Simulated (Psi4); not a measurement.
C3H10O3Sn, charge +1, quartet, at the geometry of the source list (a state made from the parent by changing its charge; the spin is typed, not shown lowest) (all electrons, no relativity); PBE/3-21G in Psi4 1.11.

Here is a job for Psi4.
```
memory 2 GB

molecule {
1 4
  C    -1.06780000   -1.50970000   -0.60420000
  C    -1.05330000   -0.20420000    0.15260000
  C    -1.64180000    0.94380000   -0.63140000
  Sn    1.05710000    0.27300000    0.71610000
  O     2.25900000   -0.03880000   -0.85760000
  O     1.84290000   -0.86720000    2.13940000
  O     1.48370000    2.14480000    1.24820000
  H    -0.51280000   -1.42520000   -1.53370000
  H    -0.63560000   -2.31580000   -0.01500000
  H    -2.09830000   -1.77410000   -0.84040000
  H    -1.54900000   -0.30860000    1.12010000
  H    -2.69330000    0.73690000   -0.82900000
  H    -1.13410000    1.06360000   -1.58610000
  H    -1.57950000    1.87960000   -0.07820000
  H     3.17060000    0.20830000   -0.71270000
  H     2.45990000   -1.52100000    1.80480000
  H     1.69250000    2.71460000    0.50700000
}

set basis 3-21g
set reference uks
set scf_type pk

energy('pbe')
print_variables()
```

It wrote (shortened):

```
   => Loading Basis Set <=

    Name: 3-21G
    Role: ORBITAL
    Keyword: BASIS

         ---------------------------------------------------------
                                   SCF
               by Justin Turney, Rob Parrish, Andy Simmonett
                          and Daniel G. A. Smith
                              UKS Reference
         ---------------------------------------------------------

  ==> Geometry <==

    Molecular point group: c1
    Full point group: C1

    Geometry (in Angstrom), charge = 1, multiplicity = 4:

       Center              X                  Y                   Z               Mass
    ------------   -----------------  -----------------  -----------------  -----------------
         C           -1.853128094331    -1.708606636605    -1.123690906190    12.000000000000
         C           -1.838628094331    -0.403106636605    -0.366890906190    12.000000000000
         C           -2.427128094331     0.744893363395    -1.150890906190    12.000000000000
         SN           0.271771905669     0.074093363395     0.196609093810   119.902201630000
         O            1.473671905669    -0.237706636605    -1.377090906190    15.994914619570
         O            1.057571905669    -1.066106636605     1.619909093810    15.994914619570
         O            0.698371905669     1.945893363395     0.728709093810    15.994914619570
         H           -1.298128094331    -1.624106636605    -2.053190906190     1.007825032230
         H           -1.420928094331    -2.514706636605    -0.534490906190     1.007825032230
         H           -2.883628094331    -1.973006636605    -1.359890906190     1.007825032230
         H           -2.334328094331    -0.507506636605     0.600609093810     1.007825032230
         H           -3.478628094331     0.537993363395    -1.348490906190     1.007825032230
         H           -1.919428094331     0.864693363395    -2.105590906190     1.007825032230
         H           -2.364828094331     1.680693363395    -0.597690906190     1.007825032230
         H            2.385271905669     0.009393363395    -1.232190906190     1.007825032230
         H            1.674571905669    -1.719906636605     1.285309093810     1.007825032230
         H            0.907171905669     2.515693363395    -0.012490906190     1.007825032230

  Running in c1 symmetry.

  Rotational constants: A =      0.07268  B =      0.04092  C =      0.03611 [cm^-1]
  Rotational constants: A =   2178.78009  B =   1226.67320  C =   1082.44006 [MHz]
  Nuclear repulsion =  796.372832709857676

  Charge       = 1
  Multiplicity = 4
  Electrons    = 101
  Nalpha       = 52
  Nbeta        = 49

  ==> Algorithm <==

  SCF Algorithm Type is PK.
  DIIS enabled.
  MOM disabled.
  Fractional occupation disabled.
  Guess Type is SAD.
  Energy threshold   = 1.00e-06
  Density threshold  = 1.00e-06
  Integral threshold = 1.00e-12

  ==> Primary Basis <==

  Basis Set: 3-21G
    Blend: 3-21G
    Number of shells: 63
    Number of basis functions: 107
    Number of Cartesian functions: 107
    Spherical Harmonics?: false
    Max angular momentum: 2

  ==> DFT Potential <==

   => LibXC <=

    Version 7.1.2
    S. Lehtola, C. Steigemann, M. J. T. Oliveira, and M. A. L. Marques,  SoftwareX 7, 1–5 (2018) (10.1016/j.softx.2017.11.002)

   => Composite Functional: PBE <=

    PBE GGA Exchange-Correlation Functional

    J.P. Perdew et. al., Phys. Rev. Lett., 77(18), 3865-3868, 1996

    Deriv               =              1
    GGA                 =           TRUE
    Meta                =          FALSE

    Exchange Hybrid     =          FALSE
    MP2 Hybrid          =          FALSE

   => Exchange Functionals <=

    1.0000     XC_GGA_X_PBE

   => Correlation Functionals <=

    1.0000     XC_GGA_C_PBE

   => LibXC Density Thresholds  <==

    XC_GGA_C_PBE:  1.00E-12
    XC_GGA_X_PBE:  1.00E-15

   => Molecular Quadrature <=

    Radial Scheme          =       TREUTLER
    Pruning Scheme         =           NONE
    Nuclear Scheme         =       TREUTLER

    Blocking Scheme        =         OCTREE
    BS radius alpha        =              1
    Pruning alpha          =              1
    Radial Points          =             75
    Spherical Points       =            302
    Total Points           =         361438
    Total Blocks           =           2650
    Max Points             =            256
    Max Functions          =            101
    Weights Tolerance      =       1.00E-15

  ==> Integral Setup <==

  Using in-core PK algorithm.
   Calculation information:
      Number of atoms:                  17
      Number of AO shells:              63
      Number of primitives:            117
      Number of atomic orbitals:       107
      Number of basis functions:       107

      Integral cutoff                 1.00e-12
      Number of threads:                 1

  Performing in-core PK
  Using 33391062 doubles for integral storage.
  We computed 1308084 shell quartets total.
  Whereas there are 2033136 unique shell quartets.

  ==> DiskJK: Disk-Based J/K Matrices <==

    J tasked:                  Yes
    K tasked:                   No
    wK tasked:                  No
    Schwarz Cutoff:          1E-12

  Minimum eigenvalue in the overlap matrix is 1.2677062749E-03.
  Reciprocal condition number of the overlap matrix is 2.5973805872E-04.
    Using symmetric orthogonalization.

  ==> Pre-Iterations <==

  SCF Guess: Superposition of Atomic Densities via on-the-fly atomic UHF (no occupation information).

   -------------------------
    Irrep   Nso     Nmo
   -------------------------
     A        107     107
   -------------------------
    Total     107     107
   -------------------------

  ==> Iterations <==

                        Total Energy        Delta E     RMS |[F,P]|

   @UKS iter SAD: -6337.23821014246187   -6.33724e+03   0.00000e+00
   @UKS iter   1: -6341.40420695717148   -4.16600e+00   1.03328e-02 ADIIS/DIIS
   @UKS iter   2: -6339.53749824839815    1.86671e+00   1.66103e-02 ADIIS/DIIS
   @UKS iter   3: -6341.14739402097530   -1.60990e+00   1.02951e-02 ADIIS/DIIS
   @UKS iter   4: -6341.12423189001311    2.31621e-02   1.05526e-02 ADIIS/DIIS
   @UKS iter   5: -6341.60862723260743   -4.84395e-01   7.33838e-03 ADIIS/DIIS
   @UKS iter   6: -6341.73879925864458   -1.30172e-01   6.17993e-03 ADIIS/DIIS
   @UKS iter   7: -6341.85558642229535   -1.16787e-01   3.94238e-03 ADIIS/DIIS
   @UKS iter   8: -6341.88848305881493   -3.28966e-02   3.27389e-03 ADIIS/DIIS
   @UKS iter   9: -6341.82053731203450    6.79457e-02   4.44767e-03 ADIIS/DIIS
   @UKS iter  10: -6341.83169988685586   -1.11626e-02   4.28872e-03 ADIIS/DIIS
   @UKS iter  11: -6341.83304197924281   -1.34209e-03   4.26701e-03 ADIIS/DIIS
   @UKS iter  12: -6341.83855637249962   -5.51439e-03   4.17583e-03 ADIIS/DIIS
   @UKS iter  13: -6341.85717223537904   -1.86159e-02   3.86650e-03 ADIIS/DIIS
   @UKS iter  14: -6341.85098038836622    6.19185e-03   3.96850e-03 ADIIS/DIIS
   @UKS iter  15: -6341.84512173072562    5.85866e-03   4.05393e-03 ADIIS/DIIS
   @UKS iter  16: -6341.86166363828761   -1.65419e-02   3.77707e-03 ADIIS/DIIS
   @UKS iter  17: -6341.89724086383558   -3.55772e-02   3.08982e-03 ADIIS/DIIS
   @UKS iter  18: -6341.91520355017201   -1.79627e-02   2.71350e-03 ADIIS/DIIS
   @UKS iter  19: -6341.94266927117042   -2.74657e-02   2.02307e-03 ADIIS/DIIS
   @UKS iter  20: -6341.95813381749213   -1.54645e-02   1.44643e-03 ADIIS/DIIS
   @UKS iter  21: -6341.92806464068144    3.00692e-02   2.43257e-03 ADIIS/DIIS
   @UKS iter  22: -6341.92754185378544    5.22787e-04   2.45290e-03 ADIIS/DIIS
   @UKS iter  23: -6341.91876462993605    8.77722e-03   2.64240e-03 ADIIS/DIIS
   @UKS iter  24: -6341.90942400432232    9.34063e-03   2.82667e-03 ADIIS/DIIS
   @UKS iter  25: -6341.91661582375582   -7.19182e-03   2.66924e-03 ADIIS/DIIS
   @UKS iter  26: -6341.92138994461948   -4.77412e-03   2.56234e-03 ADIIS/DIIS
   @UKS iter  27: -6341.95323048419687   -3.18405e-02   1.61971e-03 ADIIS/DIIS
   @UKS iter  28: -6341.94911519062771    4.11529e-03   1.84853e-03 ADIIS/DIIS
   @UKS iter  29: -6341.97097297212622   -2.18578e-02   4.92199e-04 ADIIS/DIIS
   @UKS iter  30: -6341.96924562840468    1.72734e-03   7.00685e-04 ADIIS/DIIS
   @UKS iter  31: -6341.96730242877038    1.94320e-03   8.71561e-04 ADIIS/DIIS
   @UKS iter  32: -6341.96555331527452    1.74911e-03   1.00202e-03 ADIIS/DIIS
   @UKS iter  33: -6341.96917983234744   -3.62652e-03   7.00784e-04 ADIIS/DIIS
   @UKS iter  34: -6341.97254609319134   -3.36626e-03   6.41503e-05 DIIS
   @UKS iter  35: -6341.97250712845471    3.89647e-05   1.00163e-04 ADIIS/DIIS
   @UKS iter  36: -6341.97257081310727   -6.36847e-05   2.63059e-05 DIIS
   @UKS iter  37: -6341.97257519735012   -4.38424e-06   6.87556e-06 DIIS
   @UKS iter  38: -6341.97257520325820   -5.90808e-09   6.79904e-06 DIIS
   @UKS iter  39: -6341.97257548320249   -2.79944e-07   2.27252e-06 DIIS
   @UKS iter  40: -6341.97257548543166   -2.22917e-09   2.21918e-06 DIIS
   @UKS iter  41: -6341.97257551188886   -2.64572e-08   9.93371e-07 DIIS
  Energy and wave function converged.

  ==> Post-Iterations <==

   Electrons on quadrature grid:
      Nalpha   =   51.9999325744 ; deviation = -6.743e-05
      Nbeta    =   48.9999629513 ; deviation = -3.705e-05
      Ntotal   =  100.9998955257 ; deviation = -1.045e-04

   @Spin Contamination Metric:   5.796929583E-03
   @S^2 Expected:                3.750000000E+00
   @S^2 Observed:                3.755796930E+00
   @S   Expected:                1.500000000E+00
   @S   Observed:                1.500000000E+00

    Orbital Energies [Eh]
    ---------------------

    Alpha Occupied:

[...]
      52A     -0.260995

    Alpha Virtual:

[...]
     107A    206.867616

    Beta Occupied:

[...]
      49A     -0.428557

    Beta Virtual:

[...]
     107A    206.868330

    Final Occupation by Irrep:
              A
    DOCC [    49 ]
    SOCC [     3 ]
    NA   [    52 ]
    NB   [    49 ]

  @UKS Final Energy: -6341.97257551188886

   => Energetics <=

    Nuclear Repulsion Energy =            796.3728327098576756
    One-Electron Energy =              -10312.1784427222992235
    Two-Electron Energy =                3379.2952438813481422
    DFT Exchange-Correlation Energy =    -205.4622093807960823
    Empirical Dispersion Energy =           0.0000000000000000
    VV10 Nonlocal Energy =                  0.0000000000000000
    Total Energy =                      -6341.9725755118888628

  UHF NO Occupations:
  HONO-2 :   50  A 1.0000000
  HONO-1 :   51  A 1.0000000
  HONO-0 :   52  A 1.0000000
  LUNO+0 :   53  A 0.0011555
  LUNO+1 :   54  A 0.0008513
  LUNO+2 :   55  A 0.0001629
  LUNO+3 :   56  A 0.0001342

Computation Completed

Properties will be evaluated at   0.000000,   0.000000,   0.000000 [a0]

Properties computed using the SCF density matrix

 Multipole Moments:

 ------------------------------------------------------------------------------------
     Multipole            Electronic (a.u.)      Nuclear  (a.u.)        Total (a.u.)
 ------------------------------------------------------------------------------------

 L = 1.  Multiply by 2.5417464519 to convert [e a0] to [Debye]
 Dipole X            :         15.0622288          -15.1568614           -0.0946326
 Dipole Y            :          3.7900207           -3.9502399           -0.1602192
 Dipole Z            :          9.5592246          -10.5905400           -1.0313154
 Magnitude           :                                                    1.0479680

 ------------------------------------------------------------------------------------

  Variable Map:
  ----------------------------------------------------------------------------
[...]
  Array Variable Map:
  ----------------------------------------------------------------------------
[...]
[...]
```
